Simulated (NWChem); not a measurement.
Species: C4H5NS; SMILES Nc1ccsc1

```xyz
11

N      0.2594    -2.3793    -0.0624
C      0.0734    -1.0049    -0.0013
C     -1.2254    -0.3989    -0.0051
C     -1.1738     0.9681    -0.0041
S      0.4381     1.5463    -0.0072
C      1.0723    -0.0554     0.0042
H     -0.4659    -2.9202     0.3929
H      1.1799    -2.6951     0.2171
H     -2.1568    -0.9680    -0.0177
H     -2.0102     1.6659    -0.0066
H      2.1485    -0.2208     0.0039
```
Atoms are numbered in this order, from 1.

Computed with NWChem. Geometry: optimised at PBE0/def2-SVP. Level PBE0/def2-SVP: energy and gradient; each run changes one setting, and changes count from the defaults (medium grid, exact Coulomb integrals, symmetry on).

```tsv
setting	size of the energy change (μHa)	largest change of a gradient component (μHa/bohr)	time, defaults = 1 (rough)
defaults	< 10	< 30	about 1
tight SCF thresholds and tolerances	< 10	< 30	about 1
extra-fine grid	< 10	< 30	2
coarse grid	50	100	about 1
symmetry off	< 10	other frame	about 1
```
